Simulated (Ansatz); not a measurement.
This Ansatz (an electronic-structure program) input (CCSD(T)/6-31G) gives -2382.54808 Eh with 42 basis functions. A basis named .json is the Basis Set Exchange file of that set (core-valence sets with the plain set on hydrogen).

Ansatz 0.2 input:
```yaml
crystal:
  periodic: [false, false, false]
  atoms:
    - {symbol: Ga, position_ang: [-0.00000000, -0.00000000, -0.79294171]}
    - {symbol: Cl, position_ang: [0.00000000, 0.00000000, 1.44595253]}
basis:
  gaussian:
    orbitals: 6-31G
magnetization: {spin_polarized: false}
correlation: {method: ccsd_t, electrons: outside_noble_gas}
```

Change:
```diff
- orbitals: 6-31G
+ orbitals: 6-311G__.json
```

Task: What does the run give now?

Result: -2382.99432 Eh (CCSD(T)/6-311G**, 71 functions), a change of -446.24 mEh.
